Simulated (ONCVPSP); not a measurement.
# phosphorus: one change to an ONCV potential, before and after

ONCVPSP 4.0.1 input, shortened (lines: element, Z, core and valence counts, functional; n l f; lmax; l rc ep ncon nbas qcut; lloc lpopt rc5 dvloc0; l nproj debl; icmod fcfact rcfact), LDA (Perdew-Wang 92), scalar-relativistic:

```
  P 15.00    3    2  -001012      upf
    1    0    2.00
    2    0    2.00
    2    1    6.00
    3    0    1.75
    3    1    3.25
    2
    0    1.40    0.00    4    7    5.90
    1    1.40    0.00    4    8    6.80
    2    1.65    0.04    3    7    5.60
    1    5    1.40    0.00
    0    3    2.30
    1    0    3.50
    2    2    3.40
    3    4.50    1.55
```

Change: all radii but the core radius scaled by about 0.90 (s 1.26, p 1.26, d 1.48 bohr).

Cutoffs: the cutoffs (Ha) at which the residual kinetic energy of the hardest occupied pseudo-wave falls to 1 and 0.1 mHa per electron; they do not see the model core or the augmentation charge, which bear on the density cutoff. Errors are all-electron minus pseudo energies relative to the spin-unpolarised reference configuration.

Task: Predict the effect on cutoff, ghosts and configuration errors.

Result: The potential gets harder (11 Ha and 23 Ha → 32 Ha and 119 Ha); both files keep a bound ghost (s); of the 4 tests that both files solve, the error grows in 2 and shrinks in 1 by more than 15 % and 0.3 meV (median size 1.0 → 0.9 meV). A smaller radius makes the pseudo-wave follow the all-electron one further in, where it bends more sharply, so more plane waves are needed.

| quantity | base | changed |
| --- | --- | --- |
| cutoff, loose | 11 Ha | 32 Ha |
| cutoff, tight | 23 Ha | 119 Ha |
| loose cutoff by channel | s 11 Ha, p 4.6 Ha | s 32 Ha, p 24 Ha |
| bound ghosts | s | s |
| GHOST(+) flags under 300 eV | none | none |
| error for 3s2 3p3, meV [ΔE -2.11 eV] | +0.1 | +0.1 |
| error for 3s2 3p2, meV [ΔE 7.70 eV] | +0.2 | +0.6 |
| error for 3s2 3p1, meV [ΔE 26.95 eV] | -1.8 | -1.2 |
| error for 3s2 3p0, meV [ΔE 56.84 eV] | -25 | -29 |
| rms error of d²Exc/dni dnj with the model core, mHa | 1.00 | 1.07 |

Base: The cutoffs count occupied waves only; projector 2 of the d channel, the hardest unoccupied one, needs 71 Ha at the loose tolerance. A true bound ghost makes a file unfit for plane-wave use even where its test errors are small: the radial tests pick states by their node count and pass the ghost by.
